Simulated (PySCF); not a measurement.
These are PBE-D3(BJ)/def2-TZVP // B3LYP-D3(BJ)/def2-TZVP (PySCF 2.14.0) values and carry that method's errors. All species are isolated molecules in the gas phase. 

Reference species (SMILES): `Cl[Si](Cl)(Br)Br` (neutral, multiplicity 1).

```yaml
HOMO–LUMO gap: 5.23 eV
HOMO: -7.52 eV
LUMO: -2.29 eV
S1 oscillator strength: 0.005
```

After one change: the HOMO–LUMO gap falls by 0.50 eV; the HOMO increases by 0.11 eV; the LUMO decreases by 0.39 eV; the S1 oscillator strength stays essentially unchanged.

**Question.** What was changed between the two runs? The new species is one of these.
(A) `Br[Si](Br)(Br)Br`
(B) `Cl[Si](Cl)(Cl)Br`
(C) `Cl[Si](Cl)(Cl)Cl`

**Answer.** A, `Br[Si](Br)(Br)Br`
